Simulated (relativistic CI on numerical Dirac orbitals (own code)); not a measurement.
## Tl⁶²⁺: q coefficients and field-shift factors

These numbers are calculated, not measured: Dirac-Coulomb-Breit CI, separate exchange-only KLI orbitals for each configuration, derivatives by finite differences, unscaled Slater integrals, QED left out (own radial code, finite nucleus).

Configuration list (outside the closed core [Ne]): 3s2.3p6.3d, 3s2.3p5.3d2, 3s.3p6.3d2, 3s2.3p6.4s, 3s2.3p6.4p, 3p6.3d3, 3p5.3d4. Double excitations out of closed p, d and f shells are left out; levels of such configurations are missing from the list, as are those of other unlisted configurations, and high levels can miss mixing partners.

With x = (α/α₀)² − 1 an excitation energy changes as ω = ω₀ + qx; K = 2q/ω₀ is the relative enhancement. Terms are leading LS components, so labels can repeat. The field-shift factor is F = δν/δ⟨r²⟩ for the transition from the lowest level.

Lowest level 3s2.3p6.3d 2D_3/2.

| Level | ω₀ (cm⁻¹) | q (cm⁻¹) | K | F (GHz/fm²) |
| --- | --- | --- | --- | --- |
| 3s2.3p6.3d 2D_5/2 | 950686 | 972000 | 2.04 | 34.9 |
| 3s2.3p5.3d2 4D°_3/2 | 2308972 | 175000 | 0.152 | 38.3 |
| 3s2.3p5.3d2 4D°_1/2 | 2335636 | 207400 | 0.178 | 39.3 |
| 3s2.3p5.3d2 4F°_5/2 | 2373809 | 176400 | 0.149 | 38.9 |
| 3s2.3p5.3d2 2G°_7/2 | 2392239 | 159600 | 0.133 | 38.4 |
| 3s2.3p5.3d2 2P°_3/2 | 2609727 | 203100 | 0.156 | 40.3 |
| 3s2.3p5.3d2 4D°_5/2 | 3204004 | 1.136e+06 | 0.709 | 72.7 |
| 3s2.3p5.3d2 4G°_9/2 | 3242391 | 1.122e+06 | 0.692 | 73 |
| 3s2.3p5.3d2 4F°_7/2 | 3274434 | 1.138e+06 | 0.695 | 73.7 |
| 3s2.3p5.3d2 4D°_3/2 | 3312336 | 1.148e+06 | 0.693 | 72.7 |
| 3s2.3p5.3d2 4P°_5/2 | 3328697 | 1.14e+06 | 0.685 | 73.6 |
| 3s2.3p5.3d2 2H°_11/2 | 3341966 | 1.118e+06 | 0.669 | 74 |
| 3s2.3p5.3d2 2G°_7/2 | 3355974 | 1.129e+06 | 0.673 | 73.6 |

At this charge energies of transitions that change n are usually good to better than 1 %, and those within a shell (Δn = 0) to a few per cent.
